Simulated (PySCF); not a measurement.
# What a mistake does to a calculation on Al2H4NO cation

These are calculations, not measurements. The program is PySCF 2.14.0, an open-source quantum chemistry code, run on an isolated molecule that a program drew, which may never have been made. The molecule is Al2H4NO cation (charge +1, singlet), drawn as the SMILES string `[NH2][Al+][O][AlH2]`.

Each row is a Hartree-Fock (HF) and frozen-core CCSD(T) single point in the cc-pV(D+d)Z basis, meant for a local HF minimum. Run 1 is clean. Each other run has one planted mistake out of seven kinds, and not every kind appears here: one electron removed, one electron added, multiplicity raised by two, geometry at a saddle point, minimal basis STO-3G, one bond length entered in bohr, all coordinates scaled. The reference is restricted for singlets and unrestricted otherwise, and also for a bond in bohr. Adding or removing an electron swaps singlet and doublet. Electrons count all cores. HOMO and LUMO are orbital energies over both spins, the gradient is its largest component, and the lowest frequency (negative if imaginary) is given only where the gradient is small. Bond lengths are over the 7 bonds as drawn. T1 is the CCSD diagnostic: over 0.02 (restricted) or 0.045 (unrestricted) a single reference is doubtful.

Geometry of the clean run:
```xyz
8
Al2H4NO cation, angstrom
N     2.2057    2.3068    2.0239
Al    0.8540    1.2863    1.8032
O    -0.4198    0.3248    1.5950
Al   -1.8095   -0.7236    1.3674
H     2.2239    3.1220    2.6142
H     3.1019    2.1818    1.5829
H    -1.5532   -1.9162    0.3973
H    -3.0713   -0.2894    2.1728
```

```
run,electrons,basis functions,<S^2>,HOMO (eV),LUMO (eV),gradient (hartree/bohr),lowest frequency (cm^-1),mean bond (Å),longest bond (Å),T1,HF (hartree),CCSD(T) (hartree),mistake
1,44,94,0.000,-15.43,-4.08,1.8e-05,52,1.4576,1.756,0.0154,-615.37391,-615.87583,no fault
2,44,32,0.000,-13.18,1.83,3.5e-02,-,1.4576,1.756,0.0248,-607.89781,-608.08793,minimal basis STO-3G
3,45,94,0.760,-5.14,1.67,5.7e-02,-,1.4576,1.756,0.0174,-615.54275,-616.06213,one electron added
4,44,94,0.000,-15.09,-4.46,5.2e-02,-,1.5655,1.885,0.0190,-615.33427,-615.85146,?
```

**Which mistake was planted in run 4, and what did it cost?**

The mean and the longest bond both change by the same factor, 1.074, and the gradient is no longer small. So the mistake is: all coordinates scaled. Subtracting run 1 and multiplying by 627.51 kcal/mol a hartree, the energy moved by 24.9 kcal/mol in HF and 15.3 kcal/mol in CCSD(T).

Cautions from the logs. Run 2: T1 is over the limit, so its CCSD(T) energy is less reliable.
